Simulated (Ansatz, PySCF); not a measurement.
Si(H)(Me)(OH)(NH2) (CH7NOSi), SMILES C[SiH](N)O.

Coordinates come from a PBE-D3(BJ)/def2-SVP optimisation. The structure was generated by enumeration, and PubChem lists no compound with its InChIKey, so it may never have been made. One conformer was computed; it need not be the lowest.

Vertical ionisation energy (IE) and electron affinity (EA) in eV. Rows of orbital energies are one-electron estimates. Where ΔSCF, EOM or ADC give a negative EA the extra electron is unbound and the value depends on the basis.

| level | IE | EA |
|---|---|---|
| −ε(HOMO), −ε(LUMO), ωB97X/def2-TZVP (PySCF) | 10.01 | -2.80 |
| −ε(HOMO), −ε(LUMO), PBE/def2-TZVP (PySCF) | 6.06 | 0.05 |
| ΔSCF, CAM-B3LYP/def2-SVPD (Ansatz), final states of multiplicity 2 and 2 | (withheld) | (withheld) |
| ΔSCF, PBE/def2-SVPD (Ansatz), final states of multiplicity 2 and 2 | 9.40 | -1.24 |

Task: Fill in the missing entries. (The exact figures need the calculation; the answer reports its results.)

Result: 
- ΔSCF, CAM-B3LYP/def2-SVPD (Ansatz, a program for electronic structure), final states of multiplicity 2 and 2, IE: 10.01
- ΔSCF, CAM-B3LYP/def2-SVPD (Ansatz), final states of multiplicity 2 and 2, EA: -1.54

Task: What vertical singlet–triplet gap does ΔSCF give with CAM-B3LYP/def2-SVPD (Ansatz) and with PBE/def2-SVPD (Ansatz)? (Estimate from the structure and the level; the computed values follow.)

Result: 6.42 and 5.94 eV (triplet above singlet where positive).
